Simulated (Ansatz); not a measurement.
A nudged elastic band was laid between two geometries of C$_{2}$H$_{7}$IOSi (12 atoms, charge 0, multiplicity 1).

Theory: RKS PBE-D4/def2-SVP (Ansatz).

```
movable images  : 9
climbing image  : yes
spring          : 5.0 eV/Å²
optimiser       : quadratic models (default)
start path      : through a guess of the saddle point
force threshold : 0.05 eV/Å
iteration limit : 6
end points      : relaxed
```

Initial state:

```xyz
12
Properties=species:S:1:pos:R:3
C -1.322 -0.559 0.792
Si 0.537 -0.289 0.634
I 1.701 -2.484 0.747
C 0.945 0.551 -1.032
O 0.223 1.782 -1.121
H -1.697 -1.232 -0.005
H -1.853 0.414 0.721
H -1.573 -1.011 1.772
H 1.042 0.552 1.773
H 2.027 0.798 -1.065
H 0.757 -0.137 -1.891
H -0.710 1.560 -1.291
```

Final state:

```xyz
12
Properties=species:S:1:pos:R:3
C -1.349 -0.285 1.060
Si 0.479 -0.247 0.634
I 1.131 -2.512 -0.197
C 0.819 0.890 -0.862
O 0.080 0.462 -1.997
H -1.931 -0.419 0.126
H -1.648 0.679 1.524
H -1.594 -1.106 1.760
H 1.352 0.055 1.823
H 0.468 1.915 -0.607
H 1.918 0.975 -1.053
H 0.352 -0.462 -2.177
```

**Question.** Which bonds break or form, and what moves?

**Answer.** No bond is made or broken. The dihedral I3–Si2–C4–H11 goes from 51 to -69°.

**Question.** Give the energies along the band, and the barrier.

**Answer.** The run converged. The highest image is number 5 of 0 to 10, 2.0 kcal/mol above the first end and 3.8 kcal/mol above the last; the last end lies 1.8 kcal/mol below the first. Another band between the same ends (9 images) ends at a top of the same energy, where a vibrational analysis finds 1 clearly imaginary mode.

```
image  path coordinate (Å)  energy (kcal/mol)  dihedral I3–Si2–C4–H11 (°)
    0                 0.00                0.0                          51
    1                 0.44                0.2                          41
    2                 0.87                0.7                          29
    3                 1.31                1.3                          18
    4                 1.75                1.8                           7
    5                 2.18                2.0                          -4
    6                 2.72                1.7                         -18
    7                 3.25                0.8                         -32
    8                 3.78               -0.3                         -45
    9                 4.32               -1.3                         -57
   10                 4.85               -1.8                         -69
```

**Question.** What is the geometry of the highest image?

**Answer.** 
```xyz
12
Properties=species:S:1:pos:R:3
C -1.303 -0.382 0.908
Si 0.559 -0.364 0.634
I 1.360 -2.692 0.250
C 0.965 0.725 -0.910
O -0.199 1.338 -1.456
H -1.829 -0.849 0.051
H -1.662 0.663 1.008
H -1.564 -0.947 1.824
H 1.282 0.119 1.864
H 1.632 1.548 -0.572
H 1.550 0.144 -1.662
H -0.711 0.642 -1.907
```

Time of the run: 4.2 min on 2 threads of Intel(R) Xeon(R) Platinum 8259CL CPU @ 2.50GHz (Skylake/Cascade Lake) (shared host), peak memory 0.2 GiB.
